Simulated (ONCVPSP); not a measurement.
## u(r) = r·R(r): atom against pseudo-atom (oxygen)

Columns: radius, all-electron u(r) and pseudo u(r) of the 2p shell (level -8.97 eV) of oxygen in the configuration [He] 2s2 2p4; PBEsol, scalar-relativistic, ONCV scheme, ONCVPSP 4.0.1.

| r (bohr) | all-electron | pseudo |
| --- | --- | --- |
| 0.068 | 0.0539 | 0.0240 |
| 0.135 | 0.1656 | 0.0911 |
| 0.202 | 0.2940 | 0.1927 |
| 0.270 | 0.4198 | 0.3179 |
| 0.338 | 0.5312 | 0.4509 |
| 0.405 | 0.6233 | 0.5757 |
| 0.473 | 0.6986 | 0.6849 |
| 0.540 | 0.7555 | 0.7687 |
| 0.608 | 0.7971 | 0.8275 |
| 0.675 | 0.8242 | 0.8610 |
| 0.742 | 0.8395 | 0.8745 |
| 0.810 | 0.8450 | 0.8729 |
| 0.878 | 0.8422 | 0.8612 |
| 0.945 | 0.8331 | 0.8440 |
| 1.013 | 0.8187 | 0.8238 |
| 1.080 | 0.8007 | 0.8024 |
| 1.148 | 0.7794 | 0.7797 |
| 1.215 | 0.7562 | 0.7563 |
| 1.283 | 0.7312 | 0.7312 |
| 1.350 | 0.7056 | 0.7056 |
| 1.418 | 0.6791 | 0.6791 |
| 1.485 | 0.6527 | 0.6527 |
| 1.553 | 0.6260 | 0.6259 |
| 1.620 | 0.5998 | 0.5998 |
| 1.688 | 0.5737 | 0.5737 |
| 1.755 | 0.5486 | 0.5485 |

How many radial nodes do the two functions have?

The all-electron 2p function has n − l − 1 = 0; the pseudo-wave has 0.

At about which radius was the pseudo-wave matched?

1.35 bohr. The columns agree to 0.0005 from 1.15 bohr on; several derivatives are matched, so the curves merge somewhat inside the radius.

Is the pseudo-wave norm-conserving?

Yes: the ONCV scheme keeps the norm inside the radius equal to the all-electron one, which fixes the energy derivative of the logarithmic derivative at the level.
